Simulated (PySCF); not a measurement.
Simulation results for BFH2NSi, CH3BClSi

Calculation on a computer-drawn molecule: optimised geometry and harmonic frequencies of an isolated molecule of the commonest isotopes, restricted reference for singlets and unrestricted otherwise, frozen core in MP2. Program: PySCF 2.14.0.

(1) BFH2NSi

Start structure:
```xyz
6
BFH2NSi
F     -1.5979    -2.3317     0.7754
B     -1.6467    -1.8754    -0.4653
N     -1.6921    -1.4503    -1.6187
Si    -1.7585    -0.6019    -3.2417
H     -0.6382    -1.3845    -3.9493
H     -2.9090    -1.4088    -3.8691
```

It was run with charge -1, multiplicity 1, method MP2 and basis aug-cc-pV(D+d)Z.

The calculation gives: rotational constants 108.8, 1.985, 1.982 GHz; total energy -469.3114 hartree; convergence status largest gradient component 4.044e-05 hartree/bohr.

Drawn bonds:
| atom | other atom | order |
| --- | --- | --- |
| 1 | 2 | 1 |
| 2 | 3 | 2 |
| 3 | 4 | 1 |
| 4 | 5 | 1 |
| 4 | 6 | 1 |

Optimised structure:
```xyz
6
BFH2NSi
F     -1.5957    -2.3424     0.8351
B     -1.6458    -1.8873    -0.4434
N     -1.6926    -1.4565    -1.6354
Si    -1.7598    -0.5767    -3.2709
H     -0.6472    -1.3828    -3.9669
H     -2.9013    -1.4069    -3.8872
```

Modes:
| frequency (cm⁻¹) | reduced mass (dalton) |
| --- | --- |
| 115.8 | 5.304 |
| 133.5 | 8.351 |
| 406.1 | 12.18 |
| 418.7 | 14.15 |
| 436.1 | 11.41 |
| 757.8 | 1.094 |
| 784.1 | 1.146 |
| 963.7 | 1.279 |
| 975.9 | 4.044 |
| 1938 | 1.047 |
| 1949 | 1.078 |
| 1991 | 8.164 |

(2) CH3BClSi

Start structure:
```xyz
7
CH3BClSi
Si     0.1604    -2.3791     0.6440
C      0.0792    -1.0786     1.9517
B      0.8257     0.1068     1.7484
Cl     1.7141     1.4493     1.3139
H      0.9648    -2.1315    -0.5634
H     -1.1148    -2.9514     0.3041
H     -0.4665    -1.3570     2.8365
```

It was run with charge 0, multiplicity 2, method HF and basis cc-pV(D+d)Z.

It finds rotational constants 21.85, 1.605, 1.505 GHz; total energy -812.7005 hartree; spin squared 0.7723; convergence status largest gradient component 2.215e-05 hartree/bohr.

Drawn bonds:
| atom | other atom | order |
| --- | --- | --- |
| 1 | 2 | 1 |
| 2 | 3 | 2 |
| 3 | 4 | 1 |
| 1 | 5 | 1 |
| 1 | 6 | 1 |
| 2 | 7 | 1 |

Optimised structure:
```xyz
7
CH3BClSi
Si     0.1920    -2.4878     0.6773
C      0.1213    -1.1116     1.9082
B      0.8222     0.0616     1.6953
Cl     1.7064     1.4739     1.3799
H      0.9322    -2.0486    -0.5345
H     -1.1575    -2.9742     0.2911
H     -0.4538    -1.2547     2.8180
```

Modes:
| frequency (cm⁻¹) | reduced mass (dalton) |
| --- | --- |
| 85.77 | 4.559 |
| 184.4 | 1.303 |
| 361.1 | 4.752 |
| 420.5 | 5.635 |
| 537.4 | 1.357 |
| 606.7 | 2.235 |
| 759.9 | 1.72 |
| 785.4 | 1.321 |
| 822.6 | 2.786 |
| 993.2 | 1.061 |
| 1071 | 1.402 |
| 1685 | 10.12 |
| 2267 | 1.029 |
| 2279 | 1.054 |
| 3325 | 1.088 |
